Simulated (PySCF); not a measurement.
Geometries of 2 isomers of C4H6F3P, from PBE0-D3(BJ)/def2-SVP geometry optimisation, gas phase in PySCF. One conformer each, no zero-point energy, no frequencies.

Question: Which is lower in electronic energy at this level?
A.
```xyz
14
angstrom
C     -1.429   -0.937    0.973
C     -0.905    0.312    0.266
C     -0.470    0.013   -1.130
P      1.008    0.039   -1.911
C      2.154    0.600   -0.501
F      3.412    0.628   -0.949
F      1.866    1.827   -0.047
F      2.128   -0.227    0.553
H     -0.626   -1.682    1.078
H     -2.255   -1.405    0.415
H     -1.798   -0.687    1.979
H     -1.712    1.065    0.210
H     -0.096    0.764    0.852
H     -1.282   -0.326   -1.792
```
B.
```xyz
14
angstrom
F      1.455   -1.379   -0.088
C      1.850   -0.171    0.341
F      2.764    0.268   -0.531
F      2.456   -0.361    1.517
P      0.484    1.120    0.519
C     -0.429    0.748   -1.082
C     -1.282   -0.342   -0.403
C     -0.906   -0.026    1.059
H      0.194    0.437   -1.932
H     -1.003    1.636   -1.387
H     -2.361   -0.285   -0.622
H     -0.938   -1.344   -0.689
H     -0.621   -0.875    1.697
H     -1.667    0.562    1.593
```

Answer: B. That is `FC(F)(F)P1CCC1`, 9.0 kcal/mol below the other.

```csv
SMILES,atoms numbered as above,E (Eh),relative (kcal/mol),relative (kJ/mol),dipole (D)
FC(F)(F)P1CCC1,[F:1][C:2]([F:3])([F:4])[P:5]1[CH2:6][CH2:7][CH2:8]1,-795.86861,0.0,0.0,2.42
CC/C=P\C(F)(F)F,[CH3:1][CH2:2]/[CH:3]=[P:4]\[C:5]([F:6])([F:7])[F:8],-795.85426,9.0,37.7,2.59
```

As drawn, the lower has a four-membered ring, which the higher lacks.
